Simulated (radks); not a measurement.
The nickel ion Ni+ inside a hard spherical wall (all orbitals vanish at R), configuration held at [Ar] 3d9 and not refilled when levels cross. Calculated with a radial shooting solver on a logarithmic mesh with Libxc functionals: scalar-relativistic Kohn-Sham, r2SCAN, spin-polarised, spherical densities, finite nucleus; open shells are filled with parallel spins first; meta-GGA in the generalised Kohn-Sham scheme; Fermi nuclear charge, rms radius 3.7757 fm. Eigenvalues in eV for spin up, with the zero of energy where the potential of the charges vanishes at infinity; a dash marks a level that is unbound or too diffuse for the functional's potential to be trusted. A positive occupied level is held by the wall or, in an anion where self-interaction has pushed it up, behind a barrier. The pressure on the wall is -dE/dV.

\begin{tabular}{lrrrrrrrrr}
R (bohr) & E (hartree) & kinetic (hartree) & e(2p) & e(3s) & e(3p) & e(3d) & e(4s, empty) & e(4p, empty) & pressure (GPa) \\ \hline
free & -1520.54375 & 1541.678 & -854.22 & -118.51 & -77.523 & -13.480 & -11.074 & -5.910 & 0 \\
20 & -1520.54375 & 1541.678 & -854.22 & -118.51 & -77.523 & -13.480 & -11.074 & -5.910 & < 0.0001 \\
15 & -1520.54375 & 1541.678 & -854.22 & -118.51 & -77.523 & -13.480 & -11.074 & -5.910 & < 0.0001 \\
10 & -1520.54375 & 1541.678 & -854.22 & -118.51 & -77.523 & -13.479 & -11.074 & -5.893 & < 0.0001 \\
5 & -1520.53609 & 1541.735 & -853.74 & -118.06 & -77.084 & -13.070 & -10.154 & -3.598 & 1.24 \\
4 & -1520.49969 & 1541.942 & -852.33 & -116.81 & -75.863 & -11.902 & -7.559 & 0.608 & 11.4 \\
3 & -1520.26609 & 1542.997 & -846.88 & -112.30 & -71.495 & -7.443 & 3.202 & 15.048 & 140 \\
2.5 & -1519.77494 & 1545.023 & -839.23 & -106.54 & -65.867 & -1.212 & 19.994 & 35.354 & 621 \\
2 & -1518.04981 & 1552.037 & -820.91 & -93.961 & -53.151 & 13.680 & 63.946 & 84.362 & 3770 \\
1.5 & -1509.91895 & 1582.527 & -767.96 & -58.050 & -15.075 & 57.422 & 202.48 & 226.57 & 35700 \\
\end{tabular}
